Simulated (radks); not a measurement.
The rhenium ion Re+, configuration [Xe] 4f14 5d5 6s1. Method: Dirac Kohn-Sham, PBE, spin-unpolarised, spherical densities, point nucleus; open shells are shared between the two j in proportion to 2j + 1; speed of light set to 274.072 atomic units (2 times the physical value, a model run); computed with a radial shooting solver on a logarithmic mesh with Libxc functionals.

Normalised radial functions P(r) = r R(r) (large component), r in bohr:

| r | 5p3/2 | 5d3/2 |
|---|---|---|
| 0.002652 | 0.0056 | 0.0001 |
| 0.003594 | 0.0099 | 0.0001 |
| 0.00487 | 0.0173 | 0.0003 |
| 0.006601 | 0.0295 | 0.0008 |
| 0.008946 | 0.0492 | 0.0017 |
| 0.01212 | 0.0794 | 0.0039 |
| 0.01643 | 0.1224 | 0.0086 |
| 0.02227 | 0.1763 | 0.0184 |
| 0.03042 | 0.2315 | 0.0380 |
| 0.04123 | 0.2573 | 0.0721 |
| 0.05588 | 0.2119 | 0.1249 |
| 0.07573 | 0.0584 | 0.1904 |
| 0.1026 | -0.1785 | 0.2403 |
| 0.1391 | -0.3569 | 0.2190 |
| 0.1885 | -0.2679 | 0.0740 |
| 0.2555 | 0.1321 | -0.1691 |
| 0.349 | 0.5176 | -0.3576 |
| 0.473 | 0.3934 | -0.2884 |
| 0.6411 | -0.2427 | 0.0562 |
| 0.8689 | -0.8755 | 0.4883 |
| 1.178 | -1.0312 | 0.7690 |
| 1.596 | -0.7295 | 0.7856 |
| 2.163 | -0.3339 | 0.6039 |
| 2.931 | -0.0961 | 0.3612 |
| 4.005 | -0.0148 | 0.1578 |
| 5.427 | -0.0011 | 0.0483 |
| 7.355 | 0.0000 | 0.0088 |
| 9.968 | 0.0000 | 0.0008 |

5p3/2: eigenvalue -51.595 eV, 3 radial nodes at r = 0.0821, 0.234, 0.579 bohr, <r> = 1.25 bohr, 90 % of the charge inside 1.82 bohr. 5d3/2: eigenvalue -13.886 eV, 2 radial nodes at r = 0.208, 0.616 bohr, <r> = 1.80 bohr, 90 % of the charge inside 2.82 bohr.
